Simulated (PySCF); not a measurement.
Dipole moment and polarisability of `Cc1nn(C)nc1[SiH3]`

Species: C4H9N3Si.
Cartesian coordinates in Å at the GFN2-xTB level; atoms count from 1:
```xyz
17
C4H9N3Si angstrom
C     -1.5756   -1.6652   -0.2900
C     -0.4119   -0.7570   -0.1540
N      0.8409   -1.1439   -0.3486
N      1.5649   -0.0644   -0.1414
C      2.9913   -0.0595   -0.2493
N      0.8745    1.0023    0.1765
C     -0.3996    0.6149    0.1820
Si    -1.8080    1.7745    0.5812
H     -2.2265   -1.3236   -1.0942
H     -1.2307   -2.6715   -0.5113
H     -2.1550   -1.6751    0.6322
H      3.2902   -0.3729   -1.2504
H      3.3361    0.9536   -0.0562
H      3.4247   -0.7468    0.4788
H     -2.5699    1.1984    1.6961
H     -2.6842    1.8646   -0.5931
H     -1.2682    3.0836    0.9319
```

Level: PBE0/def2-SVPD (PySCF), static field, nuclei fixed, core orbitals frozen in the response. The polarisability tensor in these axes (au):

```
x   118.69  -5.47  -5.15
y    -5.47  96.08   7.26
z    -5.15   7.26  70.55
```

**Question.** Diagonalise the tensor; give its mean and Δα, where Δα² is half the sum of the squared differences of the eigenvalues.

**Answer.** Principal values 68.36, 96.10 and 120.85 au; mean 95.11 au = 14.09 Å³ = 15.68 × 10⁻⁴⁰ C²·m²/J; Δα = 45.48 au (48 % of the mean).

**Question.** What is the dipole moment, and where does it point?

**Answer.** (0.56, -0.42, -0.15) D, 0.72 D in size, pointing from the negative to the positive side. Measured along this direction, the outermost atoms are H15, H16 and H17 at the negative end and H12 and H14 at the positive end.

**Question.** Find the Langevin capture rate constant for NH4+ (18.034 u) meeting this molecule (127.057 u), k = 2.342 × 10⁻⁹ cm³/s × √(α in Å³ / reduced mass in u).

**Answer.** The reduced mass is 15.79 u, so k = 2.21 × 10⁻⁹ cm³/s. The formula leaves out the permanent dipole, which adds to the capture rate.

**Question.** Rayleigh depolarisation ratio (linearly polarised light, static tensor)?

**Answer.** ρ = 3Δα²/(45ᾱ² + 4Δα²) = 6204.5/(407028 + 8272.7) = 0.0149.

**Question.** Give the principal axes and the span of the nuclei along them.

**Answer.** Largest value along (0.96, -0.25, -0.13), where the nuclei span 6.41 Å; middle along (0.28, 0.94, 0.21), 5.69 Å; least along (0.07, -0.24, 0.97), 2.38 Å. The response follows the extents in order.

**Question.** What molar refraction does this α imply?

**Answer.** Lorentz–Lorenz: R = (4π/3)N_A α = 2.5225 cm³/(mol·Å³) × 14.09 Å³ = 35.6 cm³/mol, in the limit of long wavelengths.

Isolated species at its GFN2-xTB geometry, gas phase.
